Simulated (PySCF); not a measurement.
Species: C6H10FO (doublet state).
SMILES with atom numbers: `[F:1][C@@H:2]1[CH:3][CH2:4][CH2:5][CH2:6][O:7][CH2:8]1` (hydrogens: H9 on C2; H10 on C3; H11, H12 on C4; H13, H14 on C5; H15, H16 on C6; H17, H18 on C8)

Geometry (GFN2-xTB, Å), atoms numbered from 1 in this order:
```
atom  x, y, z in Å
F1     2.5024   -1.4574   -0.1691
C2     1.3264   -0.8123    0.1643
C3     0.2257   -1.3262   -0.6653
C4    -1.1881   -0.9389   -0.4631
C5    -1.4093    0.1636    0.5737
C6    -0.6645    1.4660    0.2557
O7     0.6693    1.4960    0.7190
C8     1.5703    0.7165   -0.0095
H9     1.1719   -0.9966    1.2405
H10    0.4864   -1.9446   -1.5057
H11   -1.7732   -1.8220   -0.1654
H12   -1.6133   -0.6176   -1.4242
H13   -2.4777    0.3827    0.6193
H14   -1.0968   -0.1765    1.5623
H15   -1.1461    2.2983    0.7754
H16   -0.6939    1.6616   -0.8264
H17    2.5619    0.9486    0.3876
H18    1.5399    0.9651   -1.0806
```

The hyperfine couplings belong to this conformer and change with its torsions.

The calculation used PySCF, UKS B3LYP, pcH-1 on C F H O, non-relativistic, mean-field spin-orbit, GIAO. Geometry: GFN2-xTB, one conformer, isolated molecule. Couplings are sensitive to structure, and on GFN2-xTB geometries they can be far from those on DFT ones. The SCF solution wasn't tested for stability.

**Question.** Match the computed a_iso(13C) values +89.2, +70.2, -37.5, -32.9, +6.3, +0.8 MHz with the sites C2; C3; C4; C5; C6; C8.

**Answer.** 
| site | a_iso (MHz) | ρ(0) (bohr⁻³) | position | distance from C3 (Å) | spin population | largest \|T\| (MHz) |
| --- | --- | --- | --- | --- | --- | --- |
| C2 | -37.5 | -0.0333 | 1 bond from C3 | 1.47 | -0.08 | 2.2 |
| C3 | +89.2 | +0.0794 | largest spin population | 0.00 | +1.02 | 160.8 |
| C4 | -32.9 | -0.0292 | 1 bond from C3 | 1.48 | -0.08 | 2.5 |
| C5 | +6.3 | +0.0056 | 2 bonds from C3 | 2.54 | +0.01 | 1.8 |
| C6 | +0.8 | +0.0007 | 3 bonds from C3 | 3.07 | 0.00 | 1.1 |
| C8 | +70.2 | +0.0624 | 2 bonds from C3 | 2.53 | +0.04 | 12.0 |

ρ(0) is the spin density at the nucleus and T the dipolar tensor. The Mulliken spin populations are largest on C3 (+1.02), C4 (-0.08) and C2 (-0.08). C3 is the only atom above +0.15. The angles at C3 add up to 359.8°, so it is planar; its axial dipolar tensor and the negative coupling of its proton fit spin in a p orbital normal to that plane.

The spin density at the nucleus, in bohr⁻³, is negative for C2 (-0.0333), C4 (-0.0292) and H10 (-0.0141), for instance. A restricted open-shell determinant has no negative spin density anywhere; here it arises because α and β orbitals differ (spin polarisation).
